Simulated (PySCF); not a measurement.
# Electronic structure of Sn²⁺ (tin, charge +2) at the UHF level

Configuration: [Kr] 4d10 5s1 6s1, high-spin 3S determinant (an excited configuration). Calculation: PySCF 2.14, in aug-cc-pwCVTZ-PP with ECP28MDF; scalar relativity through the core potential.

| Item | Value |
| --- | --- |
| Total energy | -212.005224 hartree |
| One-electron energy | -358.0933 hartree |
| Hartree (Coulomb) energy | 162.6707 hartree |
| Exchange energy | -16.5825 hartree |
| ⟨S²⟩ | 2.0006 |
| ⟨L²⟩ | 0.000 |
| Sum of ⟨r⟩ | 24.99 bohr |
| Sum of ⟨r²⟩ | 52.82 bohr² |

```
shell  electrons  mean orbital energy (eV)  rms radius, mean of both spins (bohr)
 4s α          1                   -182.60                                  0.879
 4s β          1                   -182.03                                  0.879
 4p α          3                   -133.11                                  0.952
 4p β          3                   -132.89                                  0.952
 4d α          5                   -58.605                                   1.16
 4d β          5                   -58.292                                   1.16
 5s α          1                   -33.764                                   2.29
 6s α          1                   -12.806                                   5.21
```

Energies and moments cover only the electrons outside the core potential. The outer electron is Rydberg-like, and this basis confines it to a smaller radius and binds it less than a complete one would.
